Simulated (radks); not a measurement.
Task: Coulomb parameter of the 5d shell of the osmium ion Os+ in the model configuration [Xe] 4f14 5d5 6s1 6p1, as a second difference U = [E(n + 1) + E(n - 1) - 2 E(n)] / (1)^2 with all orbitals relaxed. "Bare": the charge of the atom changes with n. "Screened": the 6p shell takes up the change at fixed total charge, which measures U(5d,5d) + U(6p,6p) - 2 U(5d,6p). Calculated with a radial shooting solver on a logarithmic mesh with Libxc functionals: scalar-relativistic Kohn-Sham, PBE, spin-unpolarised, spherical densities, point nucleus. Estimate both.

Result: U(bare) = 10.567 eV, U(screened by 6p) = 2.147 eV, against the Slater integral F0(5d,5d) = 14.695 eV with frozen orbitals.
